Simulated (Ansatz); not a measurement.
Stepwise reaction of `[F][Ga]([F])[Br]` with water, as a gas-phase model of exchange steps in deposition or etching. ΔE in kJ/mol; ΔG adds harmonic PBE0-D4 terms to CCSD(T)/CBS, at 1 bar.

Gas-phase electronic energies from Ansatz, PBE0-D4/def2-TZVP geometries. CCSD(T)/CBS is the MP2 limit (def2-TZVPP, def2-QZVPP) plus CCSD(T) − MP2 in def2-TZVPP, frozen cores. This one scheme is used for every species. Functionals use def2-TZVPP. B3LYP here is the variant with VWN-RPA as its local correlation; programs differ in this. For Br, Ga outer-core shells are correlated without core-valence functions, which leaves a few kJ/mol of doubt a bond. Scalar relativity is left out up to krypton. Each species was taken in one conformer, which may not be the lowest.

| step | reaction | PBE-D4 | B3LYP-D4 | ωB97M-V | CCSD(T)/CBS | ΔG(600 K) |
| --- | --- | --- | --- | --- | --- | --- |
| 1 | `[F][Ga]([F])[Br]` + H₂O → `[OH][Ga]([F])[Br]` + H–F | 18.0 | 20.3 | 20.7 | 14.9 | 15.4 |

(1) Give the row of step 2, `[OH][Ga]([F])[Br]` + H₂O → `[OH][Ga]([OH])[Br]` + H–F. (Estimate.)

(2) By hand: ΔE of the 2 steps together at CCSD(T)/CBS.

Results:

(1) Computed: 
| step | reaction | PBE-D4 | B3LYP-D4 | ωB97M-V | CCSD(T)/CBS | ΔG(600 K) |
| --- | --- | --- | --- | --- | --- | --- |
| 2 | `[OH][Ga]([F])[Br]` + H₂O → `[OH][Ga]([OH])[Br]` + H–F | 22.4 | 23.9 | 23.7 | 17.8 | 21.2 |

(2) (14.9) + (17.8) = 32.7 kJ/mol, or 16.4 kJ/mol a step.

In ΔE the steps differ by no more than 2.9 kJ/mol. All are uphill at CCSD(T)/CBS. ΔG lies between 15.4 and 21.2 kJ/mol a step. PBE-D4 differs from CCSD(T)/CBS by 3.1 to 4.6 kJ/mol a step. Isolated molecules leave out the surface, adducts and barriers. Largest T1 diagnostic: 0.012.
